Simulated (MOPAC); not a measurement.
MOPAC input (PM6):

```
PM6 FORCE THERMO(298,298) PRECISE LET UHF MS=0.5 GEO-OK AUX(PRECISION=9) THREADS=1
H4BO2Si

O    -1.37936264 1   -0.84391718 1    0.34820209 1
B    -0.46309506 1    0.14868501 1    0.08571755 1
O    -1.09120085 1    1.38353164 1    0.15199350 1
Si    1.53620158 1   -0.33626318 1   -0.36412795 1
H    -2.28801465 1   -0.57508170 1    0.53297129 1
H    -0.63640055 1    2.19114906 1   -0.00978524 1
H     1.79511749 1   -1.79919654 1   -0.56313369 1
H     2.47678830 1    0.25396842 1    0.64385275 1
```

Output:

```
 *******************************************************************************
 **                                                                           **
 **                              MOPAC v23.2.5                                **
 **                                                                           **
 *******************************************************************************
 ** MOPAC's Digital Object Identifier: https://doi.org/10.5281/zenodo.6511958 **
 **                                                                           **
 ** Please cite the open-source release paper for use of this MOPAC version:  **
 ** J. E. Moussa and J. J. P. Stewart (2026)                                  **
 ** MOPAC: An open-source semiempirical molecular orbital program             **
 ** J. Open Source Softw., 11(119), 8025, https://doi.org/10.21105/joss.08025 **
 *******************************************************************************

                              PM6 CALCULATION RESULTS

 *******************************************************************************
 *  PM6        - The PM6 Hamiltonian to be used
 *  GEO-OK     - OVERRIDE INTERATOMIC DISTANCE AND OTHER SAFETY CHECKS
 *  UHF        - UNRESTRICTED HARTREE-FOCK CALCULATION
 *  MS=        - IN MECI, MAGNETIC COMPONENT OF SPIN =  0.5
 *  LET        - OVERRIDE SOME SAFETY CHECKS
 *  PRECISE    - TIGHTER CRITERIA TO BE USED
 *  FORCE      - FORCE CALCULATION SPECIFIED
 *  AUX        - OUTPUT AUXILIARY INFORMATION
 *  THERMO     - THERMODYNAMIC QUANTITIES TO BE CALCULATED
 *******************************************************************************
PM6 FORCE THERMO(298,298) PRECISE LET UHF MS=0.5 GEO-OK AUX(PRECISION=9) THREADS=1
 H4BO2Si

   ATOM   CHEMICAL          X               Y               Z
  NUMBER   SYMBOL      (ANGSTROMS)     (ANGSTROMS)     (ANGSTROMS)

     1       O         -1.37936264  *  -0.84391718  *   0.34820209  *
     2       B         -0.46309506  *   0.14868501  *   0.08571755  *
     3       O         -1.09120085  *   1.38353164  *   0.15199350  *
     4      Si          1.53620158  *  -0.33626318  *  -0.36412795  *
     5       H         -2.28801465  *  -0.57508170  *   0.53297129  *
     6       H         -0.63640055  *   2.19114906  *  -0.00978524  *
     7       H          1.79511749  *  -1.79919654  *  -0.56313369  *
     8       H          2.47678830  *   0.25396842  *   0.64385275  *

          CARTESIAN COORDINATES

    NO.       ATOM           X           Y           Z

     1         O         -1.3794     -0.8439      0.3482
     2         B         -0.4631      0.1487      0.0857
     3         O         -1.0912      1.3835      0.1520
     4        Si          1.5362     -0.3363     -0.3641
     5         H         -2.2880     -0.5751      0.5330
     6         H         -0.6364      2.1911     -0.0098
     7         H          1.7951     -1.7992     -0.5631
     8         H          2.4768      0.2540      0.6439

 General Reference for PM6:
 "Optimization of Parameters for Semiempirical Methods V: Modification of NDDO Approximations
 and Application to 70 Elements", J. J. P. Stewart, J. Mol. Mod., 13, 1173-1213 (2007)
 URL: https://link.springer.com/article/10.1007/s00894-007-0233-4

           Empirical Formula: H4 O2 B Si  =     8 atoms
[...]
 EFFECTIVE MASS     10.9560
 FORCE CONSTANT      4.0525

 VIBRATION         14   14A          ATOM PAIR     ENERGY CONTRIBUTION    RADIAL
 FREQUENCY          1288.35         O 1 -- B 2         +42.1% ( 89.7%)     99.7%
 TRANSITION DIPOLE   3.3563         B 2 -- O 3         +26.7% ( 71.5%)     37.5%
 TRAVEL (Ang.)       0.0993         B 2 -- Si4         +22.8% ( 66.1%)     12.6%
 REDUCED MASS        5.3085         O 1 -- H 5          +6.0% ( 33.8%)     78.4%
 EFFECTIVE MASS     11.0245
 FORCE CONSTANT      5.1914

 VIBRATION         15   15A          ATOM PAIR     ENERGY CONTRIBUTION    RADIAL
 FREQUENCY          2031.07         Si4 -- H 7         +53.2% ( 73.2%)     98.4%
 TRANSITION DIPOLE   0.2610         Si4 -- H 8         +46.7% ( 68.5%)     97.9%
 TRAVEL (Ang.)       0.2585         B 2 -- Si4          +0.1% (  3.3%)     58.7%
 REDUCED MASS        0.4969
 EFFECTIVE MASS      1.2143
 FORCE CONSTANT      1.2077

 VIBRATION         16   16A          ATOM PAIR     ENERGY CONTRIBUTION    RADIAL
 FREQUENCY          2069.40         Si4 -- H 8         +53.2% ( 72.9%)     98.3%
 TRANSITION DIPOLE   0.1172         Si4 -- H 7         +46.6% ( 68.2%)     98.0%
 TRAVEL (Ang.)       0.2502         B 2 -- Si4          +0.2% (  4.9%)      0.0%
 REDUCED MASS        0.5203
 EFFECTIVE MASS      1.4494
 FORCE CONSTANT      1.3129

 VIBRATION         17   17A          ATOM PAIR     ENERGY CONTRIBUTION    RADIAL
 FREQUENCY          2440.13         O 3 -- H 6         +99.1% ( 99.6%)     97.1%
 TRANSITION DIPOLE   1.4838         B 2 -- O 3          +0.5% (  7.4%)     63.9%
 TRAVEL (Ang.)       0.1714         O 1 -- H 5          +0.2% (  4.7%)     90.8%
 REDUCED MASS        0.9411
 EFFECTIVE MASS      1.3530
 FORCE CONSTANT      3.3017

 VIBRATION         18   18A          ATOM PAIR     ENERGY CONTRIBUTION    RADIAL
 FREQUENCY          2466.23         O 1 -- H 5         +99.4% ( 99.7%)     97.1%
 TRANSITION DIPOLE   1.3106         O 1 -- B 2          +0.3% (  5.5%)     34.3%
 TRAVEL (Ang.)       0.1701         O 3 -- H 6          +0.2% (  4.4%)     93.7%
 REDUCED MASS        0.9445
 EFFECTIVE MASS      1.2996
 FORCE CONSTANT      3.3848

      SYMMETRY NUMBER FOR POINT-GROUP C1  =  1

          SYSTEM IS A GROUND STATE

 H4BO2Si

          MOLECULE IS NOT LINEAR

          THERE ARE 18 GENUINE VIBRATIONS IN THIS SYSTEM
          THIS THERMODYNAMICS CALCULATION IS LIMITED TO
          MOLECULES WHICH HAVE NO INTERNAL ROTATIONS

                    CALCULATED THERMODYNAMIC PROPERTIES
                                          *
   TEMP. (K)   PARTITION FUNCTION   H.O.F.    ENTHALPY  HEAT CAPACITY ENTROPY
                                   KCAL/MOL   CAL/MOLE    CAL/K/MOL  CAL/K/MOL

 298.00  VIB.     0.2036D+02                  2154.2653    15.1059    13.2179
         ROT.     0.9008D+05                   888.2803     2.9808    25.6516
         INT.     0.1834D+07                  3042.5456    18.0867    38.8695
         TRA.     0.6270D+27                  1480.4672     4.9680    38.8553
         TOT.                      -76.628    4523.0128    23.0548    77.7248

   *: NOTE: HEATS OF FORMATION ARE RELATIVE TO THE
            ELEMENTS IN THEIR STANDARD STATE AT 298K
              (=  Standard Enthalpy of Formation).

            Hvib:  Zero-point energy is not included.
                   frequencies of less than zero cm-1 are not included.
            Hrot = (3/2)RT
            Htra = (3/2)RT + pV = (5/2)RT

            Heat capacity is Cp, not Cv

          For more information, see: HTTP://OpenMOPAC.net/Manual/thermochemistry.html

           FORCE CONSTANT IN CARTESIAN COORDINATES (Millidynes/A)

    ATOM   CHEMICAL       X               Y               Z
   NUMBER   SYMBOL  FORCE CONSTANT  FORCE CONSTANT  FORCE CONSTANT

      1       O        6.688010        2.995689        0.448797
      2       B        7.067196        6.186867        0.999150
      3       O        4.238636        5.058541        0.340001
      4      Si        2.443377        3.234256        2.181902
      5       H        1.564807        2.321608        0.182267
      6       H        2.918614        0.794771        0.130598
      7       H        0.874896        1.654885        0.211574
      8       H        0.889546        0.251261        1.612537

 **********************
 *                    *
 * JOB ENDED NORMALLY *
 *                    *
 **********************

 == MOPAC DONE ==
```
